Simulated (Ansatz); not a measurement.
Cost and result for the atomization energy of GaH₅O₃Si, SMILES `[OH][Ga]([OH])[O][SiH3]` (10 atoms, 9 bonds).

| atom | x (Å) | y (Å) | z (Å) |
| --- | --- | --- | --- |
| O1 | 2.002 | 0.447 | -0.915 |
| Ga2 | 0.252 | 0.301 | -1.124 |
| O3 | -0.512 | 0.600 | -2.695 |
| O4 | -0.743 | -0.150 | 0.263 |
| Si5 | -0.537 | -0.510 | 1.846 |
| H6 | 2.462 | 0.696 | -1.721 |
| H7 | -1.465 | 0.489 | -2.678 |
| H8 | -1.868 | -0.827 | 2.424 |
| H9 | 0.358 | -1.687 | 2.016 |
| H10 | 0.051 | 0.641 | 2.584 |

Total charge 0; spin multiplicity 1. Correlated methods include outer-core shells of Ga, which these sets cover unevenly. Scalar relativity is left out up to krypton. The geometry is a stationary point of PBE0-D4/def2-TZVP. It is one conformer, not always the lowest. Program: Ansatz. Hardware: A = 2 threads of an AMD EPYC 7R13 on a shared host; B = 2 threads of an AMD EPYC 7R13 on a shared host and a share of an NVIDIA H100 80 GB. Times are those of one run each, without the atoms' runs, and a repeat can differ threefold. Electronic energies, without spin–orbit coupling; frozen cores. CCSD(T)/CBS adds CCSD(T) − MP2 in def2-TZVPP to the MP2 limit, and its time is that of the two runs behind it. T1 = 0.014. With those shells the extrapolation isn't a true limit. B3LYP takes the VWN-RPA correlation (the form of Gaussian; ORCA's B3LYP/G).

CCSD(T)/CBS is a level of theory with its own doubt, some kJ/mol a heavy atom from the limit and from the frozen cores, so smaller differences don't rank the functionals.

```csv
level,functions,wall time
PBE-D4/def2-TZVPP (with forces) [A],253,3.5 s
PBE0-D4/def2-TZVPP [A],253,5.5 s
CCSD(T)/def2-TZVPP [B],253,6.5 s
r2SCAN-D4/def2-TZVPP (with forces) [A],253,7 s
B3LYP-D4/def2-TZVPP (with forces) [A],253,7.5 s
MP2/def2-QZVPP [B],480,7.5 s
B2PLYP/def2-TZVPP [A],253,9.5 s
ωB97X-V/def2-TZVPP [A],253,12 s
CCSD(T)/CBS(def2),–,14 s
ωB97M-V/def2-TZVPP (with forces) [A],253,16 s
```

Question: What atomization energy does each give, and how far from CCSD(T)/CBS? (Best estimate.)

Answer: Ansatz gave: 
| level | atomization (kcal/mol) | difference from CCSD(T)/CBS | per bond |
| --- | --- | --- | --- |
| PBE-D4/def2-TZVPP (with forces) [A] | 831.3 | -6.1 | -0.7 |
| PBE0-D4/def2-TZVPP [A] | 812.3 | -25.1 | -2.8 |
| CCSD(T)/def2-TZVPP [B] | 814.4 | -23.0 | -2.6 |
| r2SCAN-D4/def2-TZVPP (with forces) [A] | 829.8 | -7.6 | -0.9 |
| B3LYP-D4/def2-TZVPP (with forces) [A] | 819.9 | -17.5 | -2.0 |
| MP2/def2-QZVPP [B] | 851.5 | 14.1 | 1.6 |
| B2PLYP/def2-TZVPP [A] | 819.5 | -17.9 | -2.0 |
| ωB97X-V/def2-TZVPP [A] | 832.2 | -5.2 | -0.6 |
| CCSD(T)/CBS(def2) | 837.4 | 0.0 | 0.0 |
| ωB97M-V/def2-TZVPP (with forces) [A] | 827.5 | -9.9 | -1.1 |

The D4 term adds +7.8 kcal/mol with B3LYP and +4.1 kcal/mol with PBE0; it sums over pairs of atoms, weighted by their polarisabilities, and B3LYP, whose exchange is more repulsive, gets the larger term. From PBE to PBE0 (25 % exact exchange), in def2-TZVPP and without D4, the atomization energy moves by −18.3 kcal/mol: exact exchange takes away binding that semilocal exchange gives to molecules. In def2-TZVPP, CCSD(T) changes the Hartree–Fock value by +235.1 kcal/mol (the triples alone add +13.4 kcal/mol) and MP2 by +258.1 kcal/mol; breaking electron pairs costs correlation energy, which Hartree–Fock lacks.
